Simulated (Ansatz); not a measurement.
Consider the ligand exchange at the Si–N bond: `N[SiH2]N[SiH](N)O` + `N[SiH](N)Cl` → `N[SiH2]N[SiH](N)Cl` + `N[SiH](N)O`.

Computed with Ansatz on PBE0-D4/def2-TZVP structures; ΔE is electronic, products minus reactants. CBS: MP2 limit from def2 TZ/QZ plus the TZ coupled-cluster correction, frozen cores. DFT in def2-TZVPP. B3LYP here is the variant with VWN-RPA as its local correlation; programs differ in this. Each species was taken in one conformer, which may not be the lowest.

(1) Is it downhill or uphill in electronic energy at CCSD(T)/CBS, and by how much? (An estimate is asked.)

(2) What do these levels give: B3LYP-D4, B2PLYP, SCS-MP2/def2-TZVPP, HF/def2-QZVPP, MP2/def2-QZVPP, MP2/CBS(def2)? (Estimate.)

Largest T1 diagnostic among the species: 0.011.

Answers

(1) Ansatz gave: Uphill: ΔE = +0.06 eV.

(2) The calculation gave: B3LYP-D4 0.06, B2PLYP 0.06, SCS-MP2/def2-TZVPP 0.05, HF/def2-QZVPP 0.02, MP2/def2-QZVPP 0.06, MP2/CBS(def2) 0.06 eV.

In def2-TZVPP, CCSD(T) changes the Hartree–Fock value by +0.04 eV (the triples alone add +0.01 eV) and MP2 by +0.04 eV.
